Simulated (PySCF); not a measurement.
# Bonding in `O=C([SiH3])O[Si@@H]([SiH3])N[SiH3]`

Compound: CH₁₁NO₂Si₄.
Numbering: `[O:1]=[C:2]([SiH3:3])[O:4][Si@@H:5]([SiH3:6])[NH:7][SiH3:8]` (hydrogens: H9, H10, H11 on Si3; H12 on Si5; H13, H14, H15 on Si6; H16 on N7; H17, H18, H19 on Si8)

Structure used (GFN2-xTB), in Å, numbered top down from 1:
```
atom  x, y, z in Å
O1     2.021   -1.116   -0.435
C2     2.018    0.046   -0.093
Si3    3.560    1.049    0.439
O4     0.926    0.775   -0.038
Si5   -0.596    0.174   -0.478
Si6   -0.435   -2.099   -0.743
N7    -1.536    0.697    0.875
Si8   -3.251    0.549    1.050
H9     3.372    1.405    1.846
H10    4.747    0.225    0.242
H11    3.585    2.258   -0.382
H12   -0.836    1.053   -1.637
H13    0.273   -2.460   -1.970
H14   -1.801   -2.644   -0.908
H15    0.125   -2.819    0.402
H16   -1.105    1.400    1.455
H17   -3.588   -0.790    0.580
H18   -3.971    1.551    0.254
H19   -3.521    0.754    2.474
```

Bond orders from the PBE0/pcSseg-1 density (PySCF). One conformer (not necessarily the lowest) at the GFN2-xTB geometry, without solvent, vibrations or thermal averaging.

Q: How far do the computed orders between heavy atoms stray from the drawn ones?

A: The largest departure is 0.249, at O4–Si5 (drawn single, 0.751). Drawn single, order below 0.88: C2–Si3 (0.807) and O4–Si5 (0.751).

Q: Give the Mayer order of every bond between heavy atoms, beside its length.

A: 
| bond | drawn as | length (Å) | Mayer order |
| --- | --- | --- | --- |
| O1–C2 | double | 1.212 | 1.830 |
| C2–Si3 | single | 1.915 | 0.807 |
| C2–O4 | single | 1.314 | 1.097 |
| O4–Si5 | single | 1.694 | 0.751 |
| Si5–Si6 | single | 2.294 | 0.920 |
| Si5–N7 | single | 1.728 | 0.970 |
| N7–Si8 | single | 1.730 | 0.954 |

By pair of heavy elements: C–O: lowest C2–O4 (1.097, 1.314 Å), highest O1–C2 (1.830, 1.212 Å). N–Si: all 2 within 0.02 of one another (0.954 to 0.970).

Q: And the bonds to hydrogen?

A: H–Si: 0.89 to 0.95 (10 bonds); H–N: 0.92 (1 bond).

Q: Sum the orders of all bonds at each heavy atom with more than one neighbour and set the sums beside the valence in the SMILES.

A: C2 3.734 (drawn 4), Si3 3.646 (drawn 4), O4 1.848 (drawn 2), Si5 3.535 (drawn 4), Si6 3.677 (drawn 4), N7 2.842 (drawn 3), Si8 3.753 (drawn 4). Orders between atoms that aren't bonded are not in these sums.

For a closed shell the Mayer order of atoms A and B is Σ (PS)μν (PS)νμ over the basis functions μ on A and ν on B, with P the density and S the overlap matrix.
